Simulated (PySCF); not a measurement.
Sn(F)(NH2) (FH2NSn), SMILES [NH2][Sn][F] (connectivity only; charge and spin as stated), neutral, multiplicity 1.

Geometry: PBE-D3(BJ)/def2-TZVP. The def2 effective core potentials stand for the cores of Sn; spin–orbit coupling is left out. One conformer was computed; it need not be the lowest.

Calculation: PySCF with PBE-D3(BJ)/def2-TZVP.

Frequencies are harmonic and unscaled.

```json
[
 {"mode": "1", "ν (cm⁻¹)": "173", "IR (km/mol)": "5.0", "Raman (Å⁴/amu)": "2.9", "depolarisation": "0.74", "moving atoms (share of kinetic energy)": "F 43 %, N 29 %, H 18 %, Sn 9 %"},
 {"mode": "2", "ν (cm⁻¹)": "332", "IR (km/mol)": "186.5", "Raman (Å⁴/amu)": "0.4", "depolarisation": "0.75", "moving atoms (share of kinetic energy)": "H 82 %, N 18 %"},
 {"mode": "3", "ν (cm⁻¹)": "439", "IR (km/mol)": "19.5", "Raman (Å⁴/amu)": "0.8", "depolarisation": "0.75", "moving atoms (share of kinetic energy)": "H 97 %"},
 {"mode": "4", "ν (cm⁻¹)": "536", "IR (km/mol)": "79.6", "Raman (Å⁴/amu)": "6.1", "depolarisation": "0.69", "moving atoms (share of kinetic energy)": "F 81 %, Sn 12 %"},
 {"mode": "5", "ν (cm⁻¹)": "579", "IR (km/mol)": "45.7", "Raman (Å⁴/amu)": "21.4", "depolarisation": "0.32", "moving atoms (share of kinetic energy)": "N 65 %, H 25 %, Sn 9 %"},
 {"mode": "6", "ν (cm⁻¹)": "602", "IR (km/mol)": "48.0", "Raman (Å⁴/amu)": "4.2", "depolarisation": "0.31", "moving atoms (share of kinetic energy)": "H 64 %, N 25 %"},
 {"mode": "7", "ν (cm⁻¹)": "1480", "IR (km/mol)": "17.2", "Raman (Å⁴/amu)": "1.6", "depolarisation": "0.52", "moving atoms (share of kinetic energy)": "H 90 %, N 10 %"},
 {"mode": "8", "ν (cm⁻¹)": "3451", "IR (km/mol)": "10.9", "Raman (Å⁴/amu)": "234.0", "depolarisation": "0.15", "moving atoms (share of kinetic energy)": "H 96 %"},
 {"mode": "9", "ν (cm⁻¹)": "3571", "IR (km/mol)": "18.7", "Raman (Å⁴/amu)": "81.1", "depolarisation": "0.74", "moving atoms (share of kinetic energy)": "H 91 %, N 9 %"}
]
```
